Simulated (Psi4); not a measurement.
C3H7ClSi (SMILES C=C[SiH](C)Cl), singlet, geometry from GFN2-xTB; PBE0/def2-TZVP in Psi4.

The Psi4 input:
```
memory 2 GB

molecule {
0 1
Si    0.21952074   -0.14802028   -0.51311450
C     1.34623362   -1.37403121    0.39772601
Cl    0.74527948    1.74496432    0.00995447
C    -1.59133720   -0.38271807   -0.04082333
C    -2.08789371   -1.42640981    0.60578999
H     0.38599715   -0.26003092   -1.96606640
H     1.13494287   -2.39590733    0.09874223
H     2.39336427   -1.17969669    0.18294816
H     1.21600792   -1.30889852    1.47496258
H    -2.27338992    0.41067703   -0.32535097
H    -1.46680086   -2.24941858    0.91966242
H    -3.13517906   -1.50987970    0.85332317
}

set {
  basis def2-tzvp
}

energy('pbe0')
print_variables()
```

What does Psi4 print? Leave out banner, timings and long lists.


```
   => Loading Basis Set <=

    Name: DEF2-TZVP
    Role: ORBITAL
    Keyword: BASIS

         ---------------------------------------------------------
                                   SCF
               by Justin Turney, Rob Parrish, Andy Simmonett
                          and Daniel G. A. Smith
                              RKS Reference
         ---------------------------------------------------------

  ==> Geometry <==

    Molecular point group: c1
    Full point group: C1

    Geometry (in Angstrom), charge = 0, multiplicity = 1:

       Center              X                  Y                   Z               Mass
    ------------   -----------------  -----------------  -----------------  -----------------
         SI           0.196422712546    -0.243498315904    -0.501727314989    27.976926534650
         C            1.323135592546    -1.469509245904     0.409113195011    12.000000000000
         CL           0.722181452546     1.649486284096     0.021341655011    34.968852682000
         C           -1.614435227454    -0.478196105904    -0.029436144989    12.000000000000
         C           -2.110991737454    -1.521887845904     0.617177175011    12.000000000000
         H            0.362899122546    -0.355508955904    -1.954679214989     1.007825032230
         H            1.111844842546    -2.491385365904     0.110129415011     1.007825032230
         H            2.370266242546    -1.275174725904     0.194335345011     1.007825032230
         H            1.192909892546    -1.404376555904     1.486349765011     1.007825032230
         H           -2.296487947454     0.315198994096    -0.313963784989     1.007825032230
         H           -1.489898887454    -2.344896615904     0.931049605011     1.007825032230
         H           -3.158277087454    -1.605357735904     0.864710355011     1.007825032230

  Running in c1 symmetry.

  Rotational constants: A =      0.14724  B =      0.06782  C =      0.05183 [cm^-1]
  Rotational constants: A =   4414.09966  B =   2033.27931  C =   1553.68106 [MHz]
  Nuclear repulsion =  271.886453530795791

  Charge       = 0
  Multiplicity = 1
  Electrons    = 56
  Nalpha       = 28
  Nbeta        = 28

  ==> Algorithm <==

  SCF Algorithm Type is DF.
  DIIS enabled.
  MOM disabled.
  Fractional occupation disabled.
  Guess Type is SAD.
  Energy threshold   = 1.00e-06
  Density threshold  = 1.00e-06
  Integral threshold = 1.00e-12

  ==> Primary Basis <==

  Basis Set: DEF2-TZVP
    Blend: DEF2-TZVP
    Number of shells: 87
    Number of basis functions: 209
    Number of Cartesian functions: 234
    Spherical Harmonics?: true
    Max angular momentum: 3

  ==> DFT Potential <==

   => LibXC <=

    Version 7.1.2
    S. Lehtola, C. Steigemann, M. J. T. Oliveira, and M. A. L. Marques,  SoftwareX 7, 1–5 (2018) (10.1016/j.softx.2017.11.002)

   => Composite Functional: PBE0 <=

    PBE0 Hyb-GGA Exchange-Correlation Functional

    C. Adamo and V. Barone,  J. Chem. Phys. 110, 6158 (1999) (10.1063/1.478522)
    M. Ernzerhof and G. E. Scuseria,  J. Chem. Phys. 110, 5029 (1999) (10.1063/1.478401)

    Deriv               =              1
    GGA                 =           TRUE
    Meta                =          FALSE

    Exchange Hybrid     =           TRUE
    MP2 Hybrid          =          FALSE

   => Exchange Functionals <=

    0.7500   Perdew, Burke & Ernzerhof

   => Exact (HF) Exchange <=

    0.2500               HF

   => Correlation Functionals <=

    1.0000   Perdew, Burke & Ernzerhof

   => LibXC Density Thresholds  <==

    XC_HYB_GGA_XC_PBEH:  1.00E-15

   => Molecular Quadrature <=

    Radial Scheme          =       TREUTLER
    Pruning Scheme         =           NONE
    Nuclear Scheme         =       TREUTLER

    Blocking Scheme        =         OCTREE
    BS radius alpha        =              1
    Pruning alpha          =              1
    Radial Points          =             75
    Spherical Points       =            302
[...]

  ==> MemDFJK: Density-Fitted J/K Matrices <==

    J tasked:                   Yes
    K tasked:                   Yes
    wK tasked:                   No
    Algorithm:                 Core
    Schwarz Cutoff:           1E-12
    Mask sparsity (%):       4.4138
    Fitting Condition:        1E-10

   => Auxiliary Basis Set <=

  Basis Set: (DEF2-TZVP AUX)
    Blend: DEF2-UNIVERSAL-JKFIT
    Number of shells: 193
    Number of basis functions: 607
    Number of Cartesian functions: 717
    Spherical Harmonics?: true
    Max angular momentum: 4

  Minimum eigenvalue in the overlap matrix is 1.7030297774E-04.
  Reciprocal condition number of the overlap matrix is 2.2242567504E-05.
    Using symmetric orthogonalization.

  ==> Pre-Iterations <==

  SCF Guess: Superposition of Atomic Densities via on-the-fly atomic UHF (no occupation information).

   -------------------------
    Irrep   Nso     Nmo
   -------------------------
     A        209     209
   -------------------------
    Total     209     209
   -------------------------

  ==> Iterations <==

                           Total Energy        Delta E     RMS |[F,P]|

   @DF-RKS iter SAD:  -867.23331443635277   -8.67233e+02   0.00000e+00
   @DF-RKS iter   1:  -867.44115022334654   -2.07836e-01   4.75213e-03 ADIIS/DIIS
   @DF-RKS iter   2:  -867.27885355853198    1.62297e-01   5.01038e-03 ADIIS/DIIS
   @DF-RKS iter   3:  -867.90460557276492   -6.25752e-01   5.56559e-04 ADIIS/DIIS
   @DF-RKS iter   4:  -867.91020397135924   -5.59840e-03   2.13949e-04 ADIIS/DIIS
   @DF-RKS iter   5:  -867.91089199553892   -6.88024e-04   1.00733e-04 ADIIS/DIIS
   @DF-RKS iter   6:  -867.91110756612113   -2.15571e-04   2.47632e-05 DIIS
   @DF-RKS iter   7:  -867.91112068611642   -1.31200e-05   3.98735e-06 DIIS
   @DF-RKS iter   8:  -867.91112097152256   -2.85406e-07   1.38739e-06 DIIS
   @DF-RKS iter   9:  -867.91112101592864   -4.44061e-08   1.68160e-07 DIIS
  Energy and wave function converged.

  ==> Post-Iterations <==

   Electrons on quadrature grid:
      Ntotal   =   55.9999564288 ; deviation = -4.357e-05

    Orbital Energies [Eh]
    ---------------------

    Doubly Occupied:

[...]
      28A     -0.298780

    Virtual:

[...]
     209A     25.036175

    Final Occupation by Irrep:
              A
    DOCC [    28 ]
    NA   [    28 ]
    NB   [    28 ]

  @DF-RKS Final Energy:  -867.91112101592864

   => Energetics <=

    Nuclear Repulsion Energy =            271.8864535307957908
    One-Electron Energy =               -1736.0847000705045957
    Two-Electron Energy =                 647.4993078737521728
    DFT Exchange-Correlation Energy =     -51.2121823499719540
    Empirical Dispersion Energy =           0.0000000000000000
    VV10 Nonlocal Energy =                  0.0000000000000000
    Total Energy =                       -867.9111210159286429

Computation Completed

Properties will be evaluated at   0.000000,   0.000000,   0.000000 [a0]

Properties computed using the SCF density matrix

 Multipole Moments:

 ------------------------------------------------------------------------------------
     Multipole            Electronic (a.u.)      Nuclear  (a.u.)        Total (a.u.)
 ------------------------------------------------------------------------------------

 L = 1.  Multiply by 2.5417464519 to convert [e a0] to [Debye]
 Dipole X            :          2.2384449           -2.4443407           -0.2058958
 Dipole Y            :          9.4186558          -10.1039305           -0.6852747
 Dipole Z            :         -1.1187818            1.2050454            0.0862636
 Magnitude           :                                                    0.7207190

 ------------------------------------------------------------------------------------

  Variable Map:
  ----------------------------------------------------------------------------
[...]
  Array Variable Map:
  ----------------------------------------------------------------------------
[...]
[...]
```
